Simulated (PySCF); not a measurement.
## Spin-rotation constants: `BN1C=C[C@@H](C#C)CC1`, C7H10BN

Geometry (Å), atoms numbered from 1 in this order:
```xyz
19

B    -2.9378   -0.0469    0.3554
N    -1.6014   -0.1841    0.0015
C    -1.0003    0.5800   -0.9940
C     0.3038    0.6073   -1.2518
C     1.3138   -0.1470   -0.4269
C     2.4917    0.6725   -0.1997
C     3.4500    1.3631   -0.0104
C     0.6609   -0.5482    0.9011
C    -0.7104   -1.1551    0.6174
H    -3.3690   -0.7178    1.2128
H    -3.6041    0.7318   -0.2098
H    -1.6898    1.1759   -1.5735
H     0.6862    1.2153   -2.0564
H     1.6330   -1.0495   -0.9696
H     4.2955    1.9614    0.1542
H     1.2848   -1.2656    1.4361
H     0.5420    0.3396    1.5261
H    -0.5905   -2.0112   -0.0604
H    -1.1683   -1.5124    1.5406
```

Computed, not measured: GIAO PBE0/pcSseg-1 magnetisability, rotational g tensor and spin-rotation constants, non-relativistic, gas phase (PySCF). Geometry: GFN2-xTB.

Give the nuclear spin-rotation constants along the inertial axes (H = +C I·J) beside the isotropic shieldings.

Rotational constants 4.3469, 1.0390, 0.9108 GHz. A star marks the isotopologue with that one atom substituted, in its own axes.
```csv
atom,isotope,Caa (kHz),Cbb (kHz),Ccc (kHz),mean (kHz),σ (ppm)
B1,11B,1.422,0.329,0.177,0.642,60.9
N2,14N,0.447,0.173,0.038,0.220,89.3
H10,1H,-0.148,0.017,-0.090,-0.074,26.9
H11,1H,-0.251,0.032,-0.082,-0.100,26.9
H12,1H,-0.287,0.073,-0.098,-0.104,24.9
H13,1H,-0.244,0.043,-0.107,-0.102,26.6
H14,1H,-0.445,-0.100,0.028,-0.172,28.4
H15,1H,-0.041,-0.119,-0.085,-0.082,30.3
H16,1H,-0.383,0.013,-0.101,-0.157,29.6
H17,1H,-0.484,-0.115,0.030,-0.190,29.9
H18,1H,-0.457,-0.107,0.043,-0.174,28.2
H19,1H,-0.290,0.001,-0.081,-0.123,27.8
C3,13C*,1.351,0.512,0.173,0.679,43.7
C4,13C*,1.225,0.442,0.149,0.605,71.6
C5,13C*,0.738,0.171,0.121,0.344,159.1
C6,13C*,0.278,0.391,0.288,0.319,95.6
C7,13C*,0.434,0.322,0.241,0.332,112.5
C8,13C*,0.719,0.190,0.137,0.349,152.3
C9,13C*,0.873,0.189,0.182,0.415,133.4
```
For the geometry as given, no vibrational averaging.
